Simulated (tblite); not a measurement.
Species: C₅H₁₃PSi.
Cartesian coordinates in Å at the GFN2-xTB level; atoms count from 1:
```
atom  x, y, z in Å
C1    -1.8371    0.5422    1.2822
C2    -1.3368   -0.1713    0.0303
C3    -2.4118   -0.1963   -1.0522
P4     0.1910    0.7235   -0.6283
C5     1.1796   -0.7258   -1.1732
C6     1.5129   -0.2633    0.2217
Si7    3.1754    0.5635    0.5473
H8    -2.7138    0.0360    1.6841
H9    -1.0646    0.5591    2.0496
H10   -2.1101    1.5699    1.0481
H11   -1.0574   -1.2004    0.2885
H12   -2.0497   -0.7076   -1.9430
H13   -2.6894    0.8190   -1.3315
H14   -3.3031   -0.7111   -0.6955
H15    0.6693   -1.6736   -1.2958
H16    1.9161   -0.5378   -1.9442
H17    1.1430   -0.9008    1.0199
H18    3.1168    1.2413    1.8434
H19    4.2110   -0.4761    0.5687
H20    3.4536    1.5202   -0.5231
```

All values are computed: GFN2-xTB (tblite) harmonic vibrations without scaling, gas phase. Errors from tens to a few hundred cm⁻¹ against measured bands are possible. Modes of hydrogen on silicon can be 10 to 20 % off. One conformer, not necessarily the lowest.

Harmonic wavenumbers (cm⁻¹): 44.0, 82.6, 95.5, 129.5, 198.4, 202.6, 232.6, 251.2, 297.6, 334.6, 416.4, 510.1, 545.6, 641.7, 669.4, 696.7, 765.5, 778.8, 783.0, 789.7, 827.0, 902.3, 930.3, 937.2, 981.5, 998.6, 1015.5, 1052.7, 1130.9, 1138.6, 1167.2, 1232.5, 1243.7, 1293.1, 1405.3, 1417.3, 1425.2, 1490.5, 1493.9, 1500.5, 1502.4, 2229.8, 2260.6, 2273.0, 2888.8, 2986.6, 3005.1, 3009.7, 3012.6, 3015.5, 3022.4, 3023.6, 3028.6, 3046.0.

A = 3791, B = 910.8, C = 816.9 MHz; mass 132.052 u (most abundant isotopes); point group C1, symmetry number 1.

Problem. Zero-point energy?

Solution. Half the sum of the wavenumbers: 35177 cm⁻¹ = 420.81 kJ/mol.

Problem. What is S at 273.15 K and 1 bar for an ideal gas of classical rigid rotors and harmonic oscillators?

Solution. Translation 167.94, rotation 120.76, vibration 119.05: S = 407.7 J/(mol K).

Problem. And Cp and H(273.15 K) − H(0)?

Solution. Cp = 159.42 J/(mol K), of which vibrations give 126.16 (their classical limit is 54 R = 449.0); H(273.15 K) − H(0) = 26.48 kJ/mol without the zero-point energy, 17.40 from vibrations.

Problem. Which modes carry the vibrational entropy at 273.15 K?

Solution. 44.0 cm⁻¹: 20.49; 82.6 cm⁻¹: 15.30; 95.5 cm⁻¹: 14.11; 129.5 cm⁻¹: 11.65; 198.4 cm⁻¹: 8.32; 202.6 cm⁻¹: 8.16 J/(mol K); the other 48 give 41.02 together.

Problem. How do the functions run with temperature in this model?

Solution. 
| T (K) | S (J/(mol K)) | Cp (J/(mol K)) | H − H(0) (kJ/mol) | G − H(0) (kJ/mol) | ln q(vib) |
| --- | --- | --- | --- | --- | --- |
| 100 | 292.8 | 82.6 | 5.60 | -23.69 | 1.78 |
| 200 | 363.6 | 126.1 | 16.05 | -56.66 | 4.60 |
| 300 | 423.3 | 171.7 | 30.93 | -96.05 | 7.41 |
| 500 | 530.7 | 251.2 | 73.65 | -191.68 | 12.97 |
| 800 | 666.9 | 327.9 | 161.52 | -372.00 | 20.91 |
| 1000 | 743.9 | 361.9 | 230.67 | -513.25 | 25.82 |

q(vib) and H(0) count from the zero-point level.

Hindered rotation and anharmonicity are outside this model. Other conformers, if any are populated, would add a mixing term that is left out. The structure is chiral; the term R ln 2 for an equal mix with its mirror image is left out.
